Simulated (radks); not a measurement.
The numbers below are computed, except where a source is named.
Species: I4+. Configuration: [Kr] 4d10 5s2 5p1. Level of theory: scalar-relativistic Kohn-Sham, r2SCAN, spin-polarised, spherical densities, finite nucleus; open shells are filled with parallel spins first (spin-orbit coupling, left out, can overturn this in heavy ions); meta-GGA in the generalised Kohn-Sham scheme; Fermi nuclear charge, rms radius 4.75 fm (a radial shooting solver on a logarithmic mesh with Libxc functionals).

Local quantities along the radius. ELF = 1/(1 + alpha^2) is the electron localisation function; alpha = (tau - tau_W)/tau_unif compares the Pauli kinetic energy density with that of the uniform gas (summed over spins). tau is taken from the large components.

```
   r/bohr * ELF (the largest magnitude, 0.999, reaches the edge; | marks zero)
 0.001988 |                                                      *
 0.002694 |                                                      *
 0.003622 |                                                      *
 0.004909 |                                                      *
   0.0066 |                                                      *
 0.008874 |                                                      *
  0.01203 |                                                     *
  0.01617 |                                                    *
  0.02174 |                                              *
  0.02946 |                            *
  0.03961 |                 *
  0.05326 |                        *
  0.07218 |                                      *
  0.09704 |                                       *
   0.1315 |                      *
   0.1768 |                    *
   0.2377 |                                      *
   0.3222 |                                       *
   0.4332 |            *
   0.5824 |                        *
   0.7893 |                                         *
    1.061 |                               *
    1.427 |               *
    1.934 |                         *
      2.6 |                                 *
    3.523 |        *
    4.737 *
```

On this mesh the ELF has minima near r = 0.040, 0.15, 0.50, 1.4 bohr, which separate the shells, and maxima near 0.083 (0.75), 0.28 (0.76), 0.79 (0.77), 2.6 (0.61).

Self-consistent cycle (total energy in hartree, residual of the potential): 1: -7102.016761, 1e+01; 2: -7110.213560, 6e+00; 3: -7113.342201, 6e-01; 4: -7113.419411, 3e-01; 5: -7113.437823, 1e-02; 6: -7113.438388, 2e-03; 7: -7113.438497, 2e-03; 8: -7113.438504, 5e-05; 9: -7113.438504, 1e-05; 10: -7113.438504, 8e-06; 11: -7113.438504, 5e-06.
